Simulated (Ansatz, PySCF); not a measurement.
Potential energy curve for BrF, singlet.

Methods: UHF/cc-pVTZ (PySCF); RHF/cc-pVTZ (PySCF); UKS-TPSSh = unrestricted TPSSh/cc-pVTZ run with PySCF; RKS-TPSSh = PySCF with restricted TPSSh/cc-pVTZ; UKS-B3LYP = unrestricted B3LYP/cc-pVTZ (PySCF); RKS-B3LYP = restricted B3LYP/cc-pVTZ (PySCF 2.14.0); UKS-PBE = unrestricted PBE/cc-pVTZ in Ansatz (an electronic-structure program); RKS-PBE = restricted PBE/cc-pVTZ in Ansatz; UKS-B3LYP/6-31G* = unrestricted B3LYP/6-31G*, spherical d (PySCF); RKS-B3LYP/6-31G* = restricted B3LYP/6-31G*, spherical d run with PySCF; UKS-M06-2X/6-31G* = unrestricted M06-2X/6-31G*, spherical d (PySCF); RKS-M06-2X/6-31G* = restricted M06-2X/6-31G*, spherical d run with PySCF; UKS-B3LYP/LANL2DZ = unrestricted B3LYP/LANL2DZ, with its core potentials past Ne (PySCF 2.14.0); RKS-B3LYP/LANL2DZ = restricted B3LYP/LANL2DZ, with its core potentials past Ne (PySCF).

Scanned distances (Å): 1.31, 1.38, 1.51, 1.57, 1.62, 1.71, 1.75, 1.84, 1.86, 1.91, 2.05, 2.16, 2.38, 2.60, 2.91, 3.13, 3.55, 3.87, 4.31, 4.68, 5.31, 6.13, 7.01.

**Question.** Where does the unrestricted solution first break spin symmetry (<S²> of 0.01 or more)?

**Answer.** UHF: between 1.86 and 1.91 Å; UKS-TPSSh: between 2.16 and 2.38 Å; UKS-B3LYP: between 2.16 and 2.38 Å; UKS-PBE: between 2.16 and 2.38 Å; UKS-B3LYP/6-31G*: between 2.16 and 2.38 Å; UKS-M06-2X/6-31G*: between 2.05 and 2.16 Å; UKS-B3LYP/LANL2DZ: between 2.16 and 2.38 Å.

| R / Å | <S²> UHF | E(RHF) − E(UHF) / eV | <S²> UKS-TPSSh | E(RKS-TPSSh) − E(UKS-TPSSh) / eV | <S²> UKS-B3LYP | E(RKS-B3LYP) − E(UKS-B3LYP) / eV | <S²> UKS-PBE | E(RKS-PBE) − E(UKS-PBE) / eV | <S²> UKS-B3LYP/6-31G* | E(RKS-B3LYP/6-31G*) − E(UKS-B3LYP/6-31G*) / eV | <S²> UKS-M06-2X/6-31G* | E(RKS-M06-2X/6-31G*) − E(UKS-M06-2X/6-31G*) / eV | <S²> UKS-B3LYP/LANL2DZ | E(RKS-B3LYP/LANL2DZ) − E(UKS-B3LYP/LANL2DZ) / eV |
|---|---|---|---|---|---|---|---|---|---|---|---|---|---|---|
| 1.31 | 0.00 | 0.000 | 0.00 | 0.000 | 0.00 | 0.000 | 0.00 | 0.000 | 0.00 | 0.000 | 0.00 | 0.000 | 0.00 | 0.000 |
| 1.38 | 0.00 | 0.000 | 0.00 | 0.000 | 0.00 | 0.000 | 0.00 | 0.000 | 0.00 | 0.000 | 0.00 | 0.000 | 0.00 | 0.000 |
| 1.51 | 0.00 | 0.000 | 0.00 | 0.000 | 0.00 | 0.000 | 0.00 | 0.000 | 0.00 | 0.000 | 0.00 | 0.000 | 0.00 | 0.000 |
| 1.57 | 0.00 | 0.000 | 0.00 | 0.000 | 0.00 | 0.000 | 0.00 | 0.000 | 0.00 | 0.000 | 0.00 | 0.000 | 0.00 | 0.000 |
| 1.62 | 0.00 | 0.000 | 0.00 | 0.000 | 0.00 | 0.000 | 0.00 | 0.000 | 0.00 | 0.000 | 0.00 | 0.000 | 0.00 | 0.000 |
| 1.71 | 0.00 | 0.000 | 0.00 | 0.000 | 0.00 | 0.000 | 0.00 | 0.000 | 0.00 | 0.000 | 0.00 | 0.000 | 0.00 | 0.000 |
| 1.75 | 0.00 | 0.000 | 0.00 | 0.000 | 0.00 | 0.000 | 0.00 | 0.000 | 0.00 | 0.000 | 0.00 | 0.000 | 0.00 | 0.000 |
| 1.84 | 0.00 | 0.000 | 0.00 | 0.000 | 0.00 | 0.000 | 0.00 | 0.000 | 0.00 | 0.000 | 0.00 | 0.000 | 0.00 | 0.000 |
| 1.86 | 0.00 | 0.000 | 0.00 | 0.000 | 0.00 | 0.000 | 0.00 | 0.000 | 0.00 | 0.000 | 0.00 | 0.000 | 0.00 | 0.000 |
| 1.91 | 0.17 | 0.025 | 0.00 | 0.000 | 0.00 | 0.000 | 0.00 | 0.000 | 0.00 | 0.000 | 0.00 | 0.000 | 0.00 | 0.000 |
| 2.05 | 0.58 | 0.506 | 0.00 | 0.000 | 0.00 | 0.000 | 0.00 | 0.000 | 0.00 | 0.000 | 0.00 | 0.000 | 0.00 | 0.000 |
| 2.16 | 0.74 | 1.071 | 0.00 | 0.000 | 0.00 | 0.000 | 0.00 | 0.000 | 0.00 | 0.000 | 0.15 | 0.016 | 0.00 | 0.000 |
| 2.38 | 0.90 | 2.266 | 0.51 | 0.091 | 0.47 | 0.099 | 0.50 | 0.078 | 0.46 | 0.106 | 0.68 | 0.527 | 0.46 | 0.103 |
| 2.60 | 0.96 | 3.340 | 0.80 | 0.399 | 0.78 | 0.441 | 0.76 | 0.235 | 0.77 | 0.463 | 0.85 | 1.238 | 0.77 | 0.443 |
| 2.91 | 1.00 | 4.561 | 0.96 | 0.916 | 0.96 | 0.987 | 0.92 | 0.469 | 0.94 | 1.031 | 0.95 | 2.089 | 0.95 | 0.985 |
| 3.13 | 1.01 | 5.242 | 1.00 | 1.227 | 1.00 | 1.318 | 0.97 | 0.662 | 0.99 | 1.378 | 1.00 | 2.551 | 1.00 | 1.317 |
| 3.55 | 1.01 | 6.198 | 1.00 | 1.636 | 1.00 | 1.772 | 1.00 | 0.955 | 1.00 | 1.859 | 1.00 | 3.222 | 1.00 | 1.771 |
| 3.87 | 1.01 | 6.693 | 1.00 | 1.824 | 1.00 | 1.993 | 1.00 | 1.089 | 1.00 | 2.098 | 1.00 | 3.555 | 1.00 | 1.991 |
| 4.31 | 1.01 | 7.159 | 1.00 | 1.979 | 1.00 | 2.187 | 1.00 | 1.193 | 1.00 | 2.295 | 1.00 | 3.850 | 1.00 | 2.180 |
| 4.68 | 1.01 | 7.425 | 1.00 | 2.056 | 1.00 | 2.289 | 1.00 | 1.240 | 1.00 | 2.393 | 1.00 | 4.008 | 1.00 | 2.284 |
| 5.31 | 1.01 | 7.727 | 1.00 | 2.130 | 1.00 | 2.391 | 1.00 | 1.281 | 1.00 | 2.487 | 1.00 | 4.179 | 1.00 | 2.382 |
| 6.13 | 1.01 | 7.971 | 1.00 | 2.175 | 1.00 | 2.459 | 1.00 | 1.301 | 1.00 | 2.547 | 1.00 | 4.308 | 1.00 | 2.443 |
| 7.01 | 1.01 | 8.146 | 1.00 | 2.201 | 1.00 | 2.502 | 1.00 | 1.308 | 1.00 | 2.584 | 1.00 | 4.400 | 0.00 | — |

Dashes: no converged value, or the column stops at the first point that the program doubted or that broke a chosen test of continuity, which isn't proof of a fault.
